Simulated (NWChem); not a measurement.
A series in which one site is exchanged, each optimised at PBE0/def2-SVP with NWChem, gas phase unless a solvent is named. This build's default masses of Se (78.918 u) and Br (79.917 u) are each other's, which moves their modes by up to 0.6 %. Some are not confirmed as minima by frequencies. def2 effective core potentials on I; no spin-orbit coupling.

A: [CH3][Mg][I] (CH3IMg; site = I)
B: [CH3][Mg][F] (CH3FMg; site = F)
C: [CH3][Mg][Br] (CH₃BrMg; site = Br)
D: [CH3][Mg][Cl] (CH3ClMg; site = Cl)

Values for A:

* **dipole (D), PBE0/def2-SVP**: 2.02
* **orbital gap (eV), PBE0/def2-SVP**: 6.25
* **static polarisability, PBE/def2-SVPD (bohr³)**: 83.2
* **lowest singlet excitation, PBE/def2-SVPD, TDA (eV)**: 4.54

Task: How do these values change for the other members?

Result: 
```
change from A                                           B      C      D
--------------------------------------------------  -----  -----  -----
dipole (D), PBE0/def2-SVP                           +0.04  +0.10  +0.12
orbital gap (eV), PBE0/def2-SVP                     +0.40  +0.29  +0.37
static polarisability, PBE/def2-SVPD (bohr³)        -42.9  -16.8  -26.6
lowest singlet excitation, PBE/def2-SVPD, TDA (eV)  +1.00  +0.52  +0.94
```
